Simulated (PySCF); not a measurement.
Delta-SCF ions had no search for a lower state. Excitations are Tamm–Dancoff values on a coarser integration grid. The basis has no diffuse functions, so Rydberg states are missing or too high.

C$_{2}$H$_{8}$InN, SMILES `[InH2][N](C)C` (C–N–In–H torsion 0°) (charge 0, multiplicity 1)

Level of theory: TPSSh-D3(BJ)/def2-TZVP // CAM-B3LYP-D3(BJ)/def2-SVP run with PySCF 2.14.0.

```json
{
 "HOMO": "-5.31 eV",
 "dipole_moment": "0.22 D",
 "LUMO": "-1.47 eV",
 "HOMO–LUMO gap": "3.84 eV",
 "S1 excitation (TDA)": "4.02 eV",
 "S1 oscillator strength": "0.160",
 "brightest of the four lowest singlets (TDA)": "4.02 eV",
 "T1 excitation (TDA)": "2.91 eV",
 "S1–T1 gap (TDA)": "1.12 eV",
 "vertical ionisation energy (Delta-SCF)": "7.63 eV",
 "total_energy": "-325.8833 Ha",
 "cost": "about 9 core-minutes (a rough figure)"
}
```

```xyz
12

C     -0.9819     0.9177    -0.4883
N      0.0201     0.0042     0.0002
C     -0.5416    -1.2246     0.5017
In     2.0110     0.4051    -0.0177
H     -1.7070     1.2006     0.3022
H     -1.5753     0.4796    -1.3168
H     -0.5262     1.8458    -0.8645
H     -1.1133    -1.7689    -0.2778
H      0.2441    -1.9025     0.8675
H     -1.2449    -1.0478     1.3412
H      2.4211     1.9385    -0.6672
H      2.9938    -0.8477     0.6194
```
